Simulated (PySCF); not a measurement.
PySCF input for C4H4N, SMILES C1C=C[N]C=1, multiplicity 2, r2SCAN-D4/def2-SVP. Coordinates come from a r2SCAN-D4/def2-SVP optimisation. The isomer is the one that the SMILES or the coordinates give; other isomers of the formula were not compared.

```python
import numpy as np
from pyscf import gto, scf, dft, df
from pyscf.hessian import thermo

mol = gto.M(
    atom='''
    C     0.00000000    0.68316204    0.98603851
    C    -0.00000000    1.06334279   -0.42715339
    N    -0.00000000    0.00000005   -1.24876797
    C     0.00000000   -1.06334276   -0.42715347
    C    -0.00000000   -0.68316212    0.98603845
    H    -0.00000000    1.35979576    1.84114748
    H     0.00000001    2.08375712   -0.82376974
    H     0.00000000   -2.08375705   -0.82376991
    H    -0.00000000   -1.35979591    1.84114736
    ''',
    basis='def2-SVP',
    charge=0,
    spin=1,
    max_memory=1600,
    verbose=3,
)
mf = dft.UKS(mol, xc='r2scan').density_fit(auxbasis='def2-universal-jkfit')
mf.disp = 'd4'
mf.grids.level = 4
mf.conv_tol = 1e-11
mf.max_cycle = 100
mf.kernel()
fine, coarse = mf.grids, dft.Grids(mol).set(level=1).build(with_non0tab=True)
for _ in range(3):  # follow internal instabilities
    mf.grids = coarse
    mo, _, stable, _ = mf.stability(return_status=True, nroots=4)
    mf.grids = fine
    if stable:
        break
    mf.kernel(mf.make_rdm1(mo, mf.mo_occ))

# [left out here: the lines that compute and print the analytic Hessian (its translational invariance restored by hand, since the grid's response is missing), thermochemistry and intensities]
```

Program output:

```

WARN: HOMO -0.245642447315781 >= LUMO -0.245642447315783

converged SCF energy = -209.23627388149  <S^2> = 0.77622848  2S+1 = 2.0260587
<class 'pyscf.df.df_jk.DFUKS'> wavefunction is stable in the internal stability analysis

WARN: MGGA Hessian is sensitive to dft grids. grids.level 4 may not be dense enough.


WARN: DFTD4 does not support analytical Hessian, using finite difference.


WARN: Mole.unit (angstrom) is changed to Bohr

Mode                                 0                   1                   2
Irrep
Freq [cm^-1]                      479.9774            540.4000            697.6083
Reduced mass [au]                   2.1259              2.0986              8.2902
Force const [Dyne/A]                0.2886              0.3611              2.3770
Char temp [K]                     690.5806            777.5153           1003.7030
Normal mode                   x     y     z       x     y     z       x     y     z
       0   C                -0.15  0.00 -0.00    0.03 -0.00 -0.00    0.00 -0.09 -0.04
       1   C                 0.05  0.00  0.00   -0.09  0.00 -0.00    0.00  0.03 -0.15
       2   N                -0.00 -0.00  0.00    0.16  0.00  0.00   -0.00  0.11  0.00
       3   C                -0.05 -0.00 -0.00   -0.09 -0.00  0.00    0.00  0.03  0.15
       4   C                 0.15  0.00 -0.00    0.03 -0.00  0.00    0.00 -0.09  0.04
       5   H                -0.24  0.00  0.00    0.06 -0.00 -0.00   -0.00 -0.09 -0.03
       6   H                 0.39 -0.00  0.00   -0.46  0.00 -0.00   -0.00  0.05 -0.09
       7   H                -0.39 -0.00 -0.00   -0.46  0.00  0.00   -0.00  0.05  0.09
       8   H                 0.24  0.00 -0.00    0.06 -0.00  0.00   -0.00 -0.09  0.03
Mode                                 3                   4                   5
Irrep
Freq [cm^-1]                      708.3953            815.0624            839.8350
Reduced mass [au]                   1.1765              1.5211              1.8209
Force const [Dyne/A]                0.3478              0.5954              0.7567
Char temp [K]                    1019.2231           1172.6934           1208.3356
Normal mode                   x     y     z       x     y     z       x     y     z
       0   C                 0.06  0.00  0.00    0.02 -0.00 -0.00    0.06  0.00  0.00
       1   C                 0.04 -0.00  0.00   -0.12  0.00 -0.00   -0.12  0.00 -0.00
       2   N                -0.05 -0.00  0.00   -0.00  0.00  0.00    0.06 -0.00  0.00
       3   C                 0.04 -0.00 -0.00    0.12 -0.00  0.00   -0.12 -0.00 -0.00
       4   C                 0.06  0.00 -0.00   -0.02 -0.00 -0.00    0.06  0.00 -0.00
       5   H                -0.60  0.00  0.00    0.31 -0.00  0.00   -0.23 -0.00  0.00
       6   H                -0.24 -0.00  0.00    0.47 -0.00 -0.00    0.45 -0.00  0.00
       7   H                -0.24 -0.00 -0.00   -0.47 -0.00 -0.00    0.45 -0.00 -0.00
       8   H                -0.60  0.00 -0.00   -0.31  0.00  0.00   -0.23 -0.00 -0.00
Mode                                 6                   7                   8
Irrep
Freq [cm^-1]                      876.7712            916.9006            930.2237
Reduced mass [au]                   4.2287              1.3956              1.9790
Force const [Dyne/A]                1.9153              0.6913              1.0089
Char temp [K]                    1261.4785           1319.2158           1338.3848
Normal mode                   x     y     z       x     y     z       x     y     z
       0   C                -0.00  0.00 -0.08   -0.11 -0.00 -0.00   -0.00  0.04  0.13
       1   C                 0.00  0.11 -0.01    0.04 -0.00  0.00    0.00 -0.00 -0.05
       2   N                -0.00  0.00  0.17   -0.00  0.00  0.00   -0.00 -0.02  0.00
       3   C                -0.00 -0.11 -0.01   -0.04 -0.00 -0.00   -0.00 -0.00  0.05
       4   C                -0.00 -0.00 -0.08    0.11 -0.00  0.00    0.00  0.04 -0.13
       5   H                -0.00 -0.21  0.09    0.56  0.00 -0.00    0.00 -0.22  0.34
       6   H                -0.00  0.05 -0.17   -0.19  0.00  0.00   -0.00 -0.07 -0.25
       7   H                 0.00 -0.05 -0.17    0.19  0.00 -0.00    0.00 -0.07  0.25
       8   H                 0.00  0.21  0.09   -0.56  0.00  0.00   -0.00 -0.22 -0.34
Mode                                 9                  10                  11
Irrep
Freq [cm^-1]                     1037.7432           1087.5093           1103.1241
Reduced mass [au]                   1.5506              1.5533              4.6236
Force const [Dyne/A]                0.9838              1.0824              3.3150
Char temp [K]                    1493.0814           1564.6837           1587.1500
Normal mode                   x     y     z       x     y     z       x     y     z
       0   C                 0.00  0.02 -0.09   -0.00  0.05  0.08    0.00  0.04  0.06
       1   C                -0.00 -0.02  0.06    0.00  0.02 -0.07   -0.00 -0.13 -0.01
       2   N                 0.00 -0.00  0.09    0.00  0.00  0.05   -0.00  0.15 -0.00
       3   C                -0.00  0.02  0.06   -0.00 -0.02 -0.07    0.00 -0.13  0.01
       4   C                -0.00 -0.02 -0.09    0.00 -0.05  0.08   -0.00  0.04 -0.06
       5   H                -0.00  0.37 -0.37    0.00  0.33 -0.12   -0.00  0.23 -0.09
       6   H                 0.00  0.02  0.17   -0.00 -0.11 -0.41    0.00 -0.11  0.05
       7   H                 0.00 -0.02  0.17    0.00  0.11 -0.41   -0.00 -0.11 -0.05
       8   H                 0.00 -0.37 -0.37    0.00 -0.33 -0.12    0.00  0.23  0.09
Mode                                12                  13                  14
Irrep
Freq [cm^-1]                     1207.9160           1281.8885           1349.8734
Reduced mass [au]                   2.4345              1.2385              2.0121
Force const [Dyne/A]                2.0928              1.1990              2.1601
Char temp [K]                    1737.9222           1844.3521           1942.1673
Normal mode                   x     y     z       x     y     z       x     y     z
       0   C                 0.00 -0.03 -0.04   -0.00 -0.05  0.02   -0.00  0.04 -0.11
       1   C                -0.00 -0.14  0.02    0.00  0.04  0.06   -0.00 -0.05  0.05
       2   N                 0.00 -0.00  0.07    0.00  0.02  0.00    0.00  0.08  0.00
       3   C                -0.00  0.14  0.02   -0.00  0.04 -0.06   -0.00 -0.05 -0.05
       4   C                -0.00  0.03 -0.04    0.00 -0.05 -0.02   -0.00  0.04  0.11
       5   H                -0.00 -0.17  0.05    0.00  0.20 -0.19   -0.00 -0.35  0.19
       6   H                -0.00 -0.27 -0.27   -0.00 -0.19 -0.53    0.00 -0.16 -0.20
       7   H                -0.00  0.27 -0.27    0.00 -0.19  0.53    0.00 -0.16  0.20
       8   H                 0.00  0.17  0.05    0.00  0.20  0.19    0.00 -0.35 -0.19
Mode                                15                  16                  17
Irrep
Freq [cm^-1]                     1448.9936           1571.5664           3195.9140
Reduced mass [au]                   3.8410              4.4262              1.0898
Force const [Dyne/A]                4.7514              6.4409              6.5584
Char temp [K]                    2084.7791           2261.1341           4598.2087
Normal mode                   x     y     z       x     y     z       x     y     z
       0   C                -0.00  0.08 -0.04    0.00  0.17 -0.01   -0.00 -0.01 -0.01
       1   C                -0.00  0.05  0.12   -0.00 -0.05 -0.04    0.00  0.05 -0.02
       2   N                 0.00  0.00 -0.11   -0.00 -0.00  0.04   -0.00 -0.00 -0.00
       3   C                 0.00 -0.05  0.12   -0.00  0.05 -0.04    0.00  0.05  0.02
       4   C                 0.00 -0.08 -0.04   -0.00 -0.17 -0.01    0.00 -0.01  0.01
       5   H                -0.00  0.00  0.03   -0.00 -0.05  0.20   -0.00  0.08  0.09
       6   H                 0.00 -0.11 -0.29   -0.00  0.03  0.18   -0.00 -0.62  0.24
       7   H                -0.00  0.11 -0.29    0.00 -0.03  0.18    0.00 -0.62 -0.24
       8   H                 0.00 -0.00  0.03   -0.00  0.05  0.20    0.00  0.08 -0.09
Mode                                18                  19                  20
Irrep
Freq [cm^-1]                     3199.9089           3234.1434           3254.0599
Reduced mass [au]                   1.0959              1.0905              1.1089
Force const [Dyne/A]                6.6117              6.7201              6.9181
Char temp [K]                    4603.9564           4653.2123           4681.8677
Normal mode                   x     y     z       x     y     z       x     y     z
       0   C                -0.00  0.01  0.00   -0.00 -0.03 -0.05    0.00  0.04  0.05
       1   C                -0.00 -0.06  0.02   -0.00 -0.01  0.01    0.00  0.01 -0.01
       2   N                 0.00 -0.00  0.00    0.00  0.00  0.00   -0.00 -0.00 -0.00
       3   C                -0.00  0.06  0.02   -0.00 -0.01 -0.01    0.00 -0.01 -0.01
       4   C                -0.00 -0.01  0.00    0.00 -0.03  0.05    0.00 -0.04  0.05
       5   H                 0.00 -0.06 -0.07    0.00  0.41  0.52   -0.00 -0.41 -0.52
       6   H                 0.00  0.62 -0.24    0.00  0.11 -0.05   -0.00 -0.08  0.04
       7   H                -0.00 -0.62 -0.24    0.00  0.11  0.05   -0.00  0.08  0.04
       8   H                -0.00  0.06 -0.07   -0.00  0.41 -0.52   -0.00  0.41 -0.52
temperature 298.1500 [K]
pressure 101325.00 [Pa]
Rotational constants [GHz] 9.93781 8.75535 4.65459
Symmetry number 2
Zero-point energy (ZPE) 0.06784 [Eh]   178110.884 [J/mol]
                           tot       elec      trans        rot        vib
Entropy [J/mol/K]       274.694      5.763    161.014     95.440     12.478
Cv [J/mol/K]             59.762      0.000     12.472     12.472     34.818
Cp [J/mol/K]             68.076      0.000     20.786     12.472     34.818
Internal energy [J/mol]                      3718.434   3718.434 180966.173
Internal energy [Eh]   -209.16451  -209.23627
Enthalpy [J/mol]                             6197.391   3718.434 180966.173
Enthalpy [Eh]          -209.16357
Gibbs free energy [J/mol]                  -41808.805 -24736.878 177245.925
Gibbs free energy [Eh] -209.19476
mode   freq/cm-1   IR/(km/mol)
   1      479.98         0.000
   2      540.40        20.806
   3      697.61         7.649
   4      708.40        54.596
   5      815.06         0.000
   6      839.83         1.400
   7      876.77        12.498
   8      916.90         0.000
   9      930.22         0.000
  10     1037.74         0.903
  11     1087.51        42.097
  12     1103.12         4.100
  13     1207.92         3.041
  14     1281.89         0.062
  15     1349.87        55.228
  16     1448.99        27.658
  17     1571.57         0.357
  18     3195.91        18.036
  19     3199.91         1.581
  20     3234.14         3.408
  21     3254.06         0.694
max |gradient| / (hartree/bohr): 0.00014899322070300867
APT charges: [-0.1556  0.2768 -0.47    0.2768 -0.1556  0.074   0.0368  0.0368  0.074 ]
```

Self-consistency was reached.
